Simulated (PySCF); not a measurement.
Several species in one continuum solvent.

All values: wB97X-D/pcSseg-2 (PySCF, non-relativistic), each on one gas-phase PBE0-D3(BJ)/def2-TZVP geometry that isn't relaxed in the solvent. The solvent is an IEF-PCM continuum (van der Waals radii × 1.2). Specific hydrogen bonds and non-electrostatic terms are outside this model.

Question: Order them by E(solvent) − E(gas) in chloroform (ε = 4.711), most negative first (kcal/mol).
A. `[OH:1][NH:2][c:3]1[cH:4][cH:5][cH:6][cH:7][cH:8]1` with H–O1–N2–C3 -120°, O1–N2–C3–C4 25°
B. `[CH2:1]=[CH:2][C:3]([NH2:4])=[O:5]` with C1–C2–C3–N4 179°, C2–C3–N4–H -5° and -177° (acrylamide)
C. `C1=NCCO1` (2-oxazoline)
D. `[CH3:1][CH2:2][CH2:3][C:4](=[O:5])[Cl:6]` with C1–C2–C3–C4 177°, C2–C3–C4–O5 -5°
E. `[CH3:1][CH:2]([CH3:3])[C:4](=[O:5])[Cl:6]` with C1–C2–C4–O5 108°

Answer: B (-7.0), A (-5.2), C (-4.2), D (-3.2), E (-2.9).

| SMILES | charge | ΔE (kcal/mol) | polarisation term (kcal/mol) | HOMO shift (eV) | dipole gas (D) | dipole solvent (D) | atoms |
| --- | --- | --- | --- | --- | --- | --- | --- |
| C=CC(N)=O | 0 | -7.0 | -8.1 | -0.20 | 3.70 | 4.60 | 10 |
| ONc1ccccc1 | 0 | -5.2 | -5.6 | -0.02 | 1.05 | 1.31 | 15 |
| C1=NCCO1 | 0 | -4.2 | -4.7 | 0.00 | 1.81 | 2.23 | 10 |
| CCCC(=O)Cl | 0 | -3.2 | -3.5 | -0.06 | 3.08 | 3.61 | 13 |
| CC(C)C(=O)Cl | 0 | -2.9 | -3.3 | -0.05 | 3.06 | 3.65 | 13 |

The polarisation term is half the interaction of the solute with the induced surface charges.

Note: wB97X-D ran without an empirical dispersion term, which enters the total energy and its gradient alone.
